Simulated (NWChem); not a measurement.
# C₂H₅NSi; SMILES N#CC[SiH3]

```xyz
9

N      0.5018    -2.3465     0.0000
C     -0.1351    -1.3621     0.0000
C     -0.8749    -0.1114     0.0000
Si     0.2806     1.4242     0.0000
H     -1.5336    -0.0617    -0.8931
H     -1.5336    -0.0617     0.8931
H      1.1375     1.4004     1.2306
H     -0.5881     2.6503     0.0000
H      1.1375     1.4004    -1.2306
```
Atoms are numbered in this order, from 1.

Geometry: optimised at PBE-D3(BJ)/def2-SVP.

Symmetry labels are those of Cs in the frame above (b1 and b2, or b-type labels, depend on it).

Problem. List the 6 lowest vertical singlet excitations from Hartree-Fock/def2-SVPD, TDHF (NWChem).

Solution. 
```csv
state,energy (eV),oscillator strength,symmetry,leading excitation (squared amplitude)
S1,6.60,0.000,a",HOMO → LUMO+10 (0.23)
S2,7.28,0.007,a',HOMO−1 → LUMO+10 (0.17)
S3,7.31,0.001,a",HOMO−1 → LUMO+7 (0.24)
S4,8.97,0.010,a',HOMO → LUMO (0.51)
S5,9.54,0.017,a",HOMO−1 → LUMO (0.45)
S6,9.86,0.001,a',HOMO−3 → LUMO+1 (0.35)
```
